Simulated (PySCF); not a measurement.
Species: C9H10O2.
Bonds: C1–O2, O2–C3, C3–O4 (double), C3–C5, C5–C6 (aromatic), C6–C7 (aromatic), C7–C8 (aromatic), C8–C9, C8–C10 (aromatic), C10–C11 (aromatic), C5–C11 (aromatic). Hydrogens: H12, H13, H14 on C1; H15 on C6; H16 on C7; H17, H18, H19 on C9; H20 on C10; H21 on C11.

The same species was optimised twice, with GFN2-xTB and with PBE0-D3(BJ)/def2-SVP (PySCF), and the same property calculations (PySCF, gas phase) were run on both structures.

```csv
coordinate,GFN2-xTB,PBE0-D3(BJ)/def2-SVP,change
C7–C8 (Å),1.391,1.402,+0.011
C10–C11 (Å),1.381,1.390,+0.009
C8–C10 (Å),1.392,1.401,+0.009
C6–C7 (Å),1.380,1.389,+0.009
C5–C11 (Å),1.393,1.399,+0.006
C3–C5 (Å),1.479,1.484,+0.005
O2–C3 (Å),1.345,1.340,-0.005
C5–C6 (Å),1.393,1.398,+0.005
C1–O2 (Å),1.418,1.415,-0.003
C8–C9 (Å),1.497,1.500,+0.003
C3=O4 (Å),1.208,1.206,-0.002
C7–C8–C10 (°),118.7,118.2,-0.5
C3–C5–C6 (°),118.5,118.1,-0.4
C3–C5–C11 (°),122.2,122.5,+0.3
C6–C7–C8 (°),120.7,121.0,+0.3
C9–C8–C10 (°),120.6,120.9,+0.3
C7–C8–C9 (°),120.6,120.8,+0.2
C8–C10–C11 (°),121.0,121.1,+0.1
O2–C3–C5 (°),112.6,112.5,-0.1
C1–O2–C3–O4 (°),0,0,0
O2–C3–C5–C6 (°),180,-178,+2
```

Rotational constants: A = 3445, B = 584.5, C = 502.8 MHz (GFN2-xTB) against A = 3430, B = 579.8, C = 499.1 MHz (PBE0-D3(BJ)/def2-SVP).

On the GFN2-xTB structure: HOMO (eV) -7.29 [PBE0/pcSseg-1]; LUMO (eV) -1.23 [PBE0/pcSseg-1]; dipole (D) 2.27 [PBE0/pcSseg-1]; GIAO shielding of C1 (ppm) 133.1 [PBE0/pcSseg-1]; GIAO shielding of O2 (ppm) 159.0 [PBE0/pcSseg-1]; GIAO shielding of C3 (ppm) 13.8 [PBE0/pcSseg-1]; GIAO shielding of O4 (ppm) -77.5 [PBE0/pcSseg-1]; GIAO shielding of C5 (ppm) 54.9 [PBE0/pcSseg-1]; GIAO shielding of C6/C11 (mean) (ppm) 49.9 [PBE0/pcSseg-1]; GIAO shielding of C7/C10 (mean) (ppm) 53.1 [PBE0/pcSseg-1]; GIAO shielding of C8 (ppm) 37.3 [PBE0/pcSseg-1].

Problem. What do these properties become on the PBE0-D3(BJ)/def2-SVP structure?

Solution. 
```tsv
property	level	on GFN2-xTB	on PBE0-D3(BJ)/def2-SVP	change
HOMO (eV)	PBE0/pcSseg-1	-7.29	-7.27	+0.02
LUMO (eV)	PBE0/pcSseg-1	-1.23	-1.25	-0.02
dipole (D)	PBE0/pcSseg-1	2.27	2.25	-0.02
energy, GFN2-xTB geometry as zero (kcal/mol)	PBE0/pcSseg-1	0.0	-0.1	-0.1
GIAO shielding of C1 (ppm)	PBE0/pcSseg-1	133.1	132.3	-0.8
GIAO shielding of O2 (ppm)	PBE0/pcSseg-1	159.0	160.0	+1.0
GIAO shielding of C3 (ppm)	PBE0/pcSseg-1	13.8	14.5	+0.7
GIAO shielding of O4 (ppm)	PBE0/pcSseg-1	-77.5	-75.1	+2.4
GIAO shielding of C5 (ppm)	PBE0/pcSseg-1	54.9	53.3	-1.6
GIAO shielding of C6/C11 (mean) (ppm)	PBE0/pcSseg-1	49.9	48.0	-1.9
GIAO shielding of C7/C10 (mean) (ppm)	PBE0/pcSseg-1	53.1	50.6	-2.5
GIAO shielding of C8 (ppm)	PBE0/pcSseg-1	37.3	35.6	-1.7
```

The heavy atoms differ by 0.016 Å rms after alignment. Among bonds between heavy atoms C7–C8 changes most (+0.011 Å). Changes are differences of the printed values. Neither structure is proved a minimum here.

Shape of the structure used: `[CH3:1][O:2][C:3](=[O:4])[c:5]1[cH:6][cH:7][c:8]([CH3:9])[cH:10][cH:11]1`: C1–O2–C3–O4 0°, O2–C3–C5–C6 -178°.
